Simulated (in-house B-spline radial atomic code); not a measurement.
**Ionising Co II (Co+) with different functionals**

Computed with an all-electron radial atomic-structure program (B-spline basis): four-component Dirac-Coulomb Hamiltonian, Fermi nucleus of rms radius 3.7875 fm, spin-restricted, spherical fractional occupations for the functionals. The ionisation energy is the difference of two self-consistent energies, [Ar] 3d8 → [Ar] 3d7, without Breit or QED terms; ε is the level of the shell that loses the electron (mean over j). The electron is taken from both j subshells in proportion to 2j + 1, so the result is a j average, not the step between ground levels.

Hybrids are left out here: with spherical fractional occupations of an open shell their exact exchange keeps a self-interaction that integer-occupation calculations don't have.

| method | rung | ΔSCF (eV) | -ε(3d) (eV) |
| --- | --- | --- | --- |
| LDA VWN5 | LDA | 19.68 | 12.57 |
| relativistic LDA | LDA | 19.69 | 12.58 |
| LDA PW92 | LDA | 19.68 | 12.57 |
| LDA exchange-only | LDA | 18.22 | 11.25 |
| PBE | GGA | 19.34 | 12.24 |
| PBEsol | GGA | 19.32 | 12.22 |
| BLYP | GGA | 19.39 | 12.30 |
| RPBE | GGA | 19.23 | 12.12 |
| PW91 | GGA | 19.44 | 12.32 |
| BP86 | GGA | 19.45 | 12.37 |
| AM05 | GGA | 19.32 | 12.21 |
| OLYP | GGA | 19.29 | 12.10 |

Question: How do they compare with the NIST value?

Answer: NIST lists 17.084 eV ± 0.0012 (measured, ground level to ground level). Errors run from +1.14 to +2.61 eV. The correlated functionals all miss on the same side by more than they spread, so the cause is common to them (Breit-QED terms, spin polarisation, the choice among j levels, multiplet and fine-structure energies, or a listed next ion that isn't the cheapest removal here) and closeness doesn't rank the functionals.
